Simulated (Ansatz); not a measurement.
Start from `O[SiH](O)[SiH2][SiH3]` and change one atom or group to get `O[SiH](O)Br`.

Ansatz, PBE0-D4/def2-TZVP geometries, multiplicity 1. Each molecule was computed in one conformer, which needn't be the lowest.

Scalar relativity is left out up to krypton. Spin–orbit coupling is left out; it splits and shifts lone-pair levels of the heavy atoms by tenths of an eV.

| property | `O[SiH](O)[SiH2][SiH3]` |
| --- | --- |
| LUMO energy (B3LYP/def2-TZVPP) / eV | -0.45 |
| HOMO energy (B3LYP/def2-TZVPP) / eV | -7.49 |
| LUMO energy (PBE/def2-TZVPP) / eV | -1.08 |
| HOMO–LUMO gap (ωB97M-V/def2-TZVPP) / eV | 11.08 |
| HOMO energy (PBE0/def2-TZVPP) / eV | -7.68 |
| LUMO energy (ωB97M-V/def2-TZVPP) / eV | 1.40 |

(1) Give the same properties after the change, and the shifts. (Estimate.)

## Answers

(1) Computed: 
```json
{"property": "LUMO energy (B3LYP/def2-TZVPP) / eV", "`O[SiH](O)Br`": "0.20", "shift": "0.65"}
{"property": "HOMO energy (B3LYP/def2-TZVPP) / eV", "`O[SiH](O)Br`": "-8.33", "shift": "-0.84"}
{"property": "LUMO energy (PBE/def2-TZVPP) / eV", "`O[SiH](O)Br`": "-0.35", "shift": "0.73"}
{"property": "HOMO–LUMO gap (ωB97M-V/def2-TZVPP) / eV", "`O[SiH](O)Br`": "12.94", "shift": "1.86"}
{"property": "HOMO energy (PBE0/def2-TZVPP) / eV", "`O[SiH](O)Br`": "-8.61", "shift": "-0.93"}
{"property": "LUMO energy (ωB97M-V/def2-TZVPP) / eV", "`O[SiH](O)Br`": "2.09", "shift": "0.69"}
```

With PBE0 the HOMO falls by 0.93 eV and the LUMO rises by 0.82 eV, so the gap widens by about 1.75 eV. PBE moves the HOMO by -0.73 eV and ωB97M-V by -1.17 eV.

B3LYP here is the variant with VWN-RPA as its local correlation; programs differ in this.
